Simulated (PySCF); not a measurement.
Structure problem from calculated spectra and properties.

Formula: C2H9NOSi3.

| Item | Value |
| --- | --- |
| Triplet | lowest triplet excitation (Tamm–Dancoff): 5.04 eV [TDA B3LYP/def2-SVPD] |
| Dipole | 3.92 D [B3LYP/def2-SVPD] |
| 13C NMR | chemical shifts (computed TMS as zero) by class: 121.0 (1 C), 54.2 (1 C) ppm [GIAO PBE0/pcSseg-1] |
| Polarisability | 119.2 au [B3LYP/def2-SVPD] |
| NMR, other nuclei | isotropic shieldings of nuclei other than C and H, by class: -42 (1 N), 338 (1 O), 353 (1 Si), 467 (2 Si) ppm [GIAO PBE0/pcSseg-1] |
| Rotational structure | rotational constants A, B, C: 1.599, 0.840, 0.603 GHz [GFN2-xTB] |
| UV, strongest line | among the 8 lowest singlet transitions: S3 at 6.31 eV (196 nm, f = 0.118) [TDDFT B3LYP/def2-SVPD] |
| 1H NMR | chemical shifts (computed TMS as zero) by class: 5.90 (1 H), 4.11 (2 H), 3.60 (6 H) ppm [GIAO PBE0/pcSseg-1] |

The electronic properties come from PySCF, for the isolated species, density fitting. Levels stand in brackets. Isolated species at its GFN2-xTB geometry (one conformer only). NMR classes are plain means over equivalent atoms (diastereotopic ones count apart unless rotation or inversion swaps them), as if these changed places fast.

Question: Propose a structure and show how it fits.

Answer: Numbering: `[N:1]#[C:2][CH2:3][O:4][SiH:5]([SiH3:6])[SiH3:7]`. Its formula, C2H9NOSi3, gives 2 degrees of unsaturation: 0 rings and 2 π bonds in the structure found. 2 carbons fall into 2 classes; from least to most shielded: nitrile carbon [C2] (121.0 ppm), sp3 carbon bound to oxygen [C3] (54.2 ppm). Hydrogen classes from least to most shielded: 1 H on an oxygen-bound silicon, Si5 (5.90 ppm), 2 H on an sp3 carbon bound to oxygen, C3 (4.11 ppm), 6 H on 2 SiH3 silicons, Si6/Si7 (3.60 ppm, a mean of values up to 0.5 ppm apart in this geometry). The other shieldings belong to: -42 ppm, nitrile nitrogen [N1]; 338 ppm, silyl ether oxygen [O4]; 353 ppm, oxygen-bound silicon [Si5]; 467 ppm, SiH3 silicon [Si6/Si7]. The optimised geometry has point group C1 and is an asymmetric top. Structure: `N#CCO[SiH]([SiH3])[SiH3]`. Computed isomers that give other values at the same levels: `C#C[Si@H]([SiH3])O[SiH2]N` (13C chemical shifts (computed TMS as zero) by class: 104.6 (1 C), 92.4 (1 C) ppm). The assignments are read from this structure; whether some other isomer fits the data as well wasn't checked.

Conformer computed: `[N:1]#[C:2][CH2:3][O:4][SiH:5]([SiH3:6])[SiH3:7]`: C2–C3–O4–Si5 164°, C3–O4–Si5–Si6 179°.
